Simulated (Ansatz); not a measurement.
`N=CC(N)BF` and `CC(N)BF` differ in one atom or group.

Ansatz, PBE0-D4/def2-TZVP geometries, multiplicity 1. Each molecule was computed in one conformer, which needn't be the lowest.

```csv
property,`N=CC(N)BF`
HOMO–LUMO gap (PBE/def2-TZVPP) / eV,3.45
HOMO energy (ωB97M-V/def2-TZVPP) / eV,-9.57
HOMO energy (PBE0/def2-TZVPP) / eV,-7.19
size of the dipole moment (B3LYP/def2-TZVPP) / D,2.27
LUMO energy (PBE0/def2-TZVPP) / eV,-1.28
HOMO–LUMO gap (B3LYP/def2-TZVPP) / eV,5.43
```

(1) Give the same properties after the change, and the shifts. (An estimate is asked.)

Answers

(1) Ansatz gave: 
```tsv
property	`CC(N)BF`	shift
HOMO–LUMO gap (PBE/def2-TZVPP) / eV	3.86	0.41
HOMO energy (ωB97M-V/def2-TZVPP) / eV	-9.33	0.24
HOMO energy (PBE0/def2-TZVPP) / eV	-6.93	0.26
size of the dipole moment (B3LYP/def2-TZVPP) / D	1.70	-0.57
LUMO energy (PBE0/def2-TZVPP) / eV	-0.57	0.71
HOMO–LUMO gap (B3LYP/def2-TZVPP) / eV	5.85	0.42
```

With PBE0 the HOMO rises by 0.26 eV and the LUMO rises by 0.71 eV, so the gap widens by about 0.45 eV. PBE moves the HOMO by 0.28 eV and ωB97M-V by 0.24 eV. Dipoles are sizes alone; their direction can turn.

B3LYP here is the variant with VWN-RPA as its local correlation; programs differ in this.
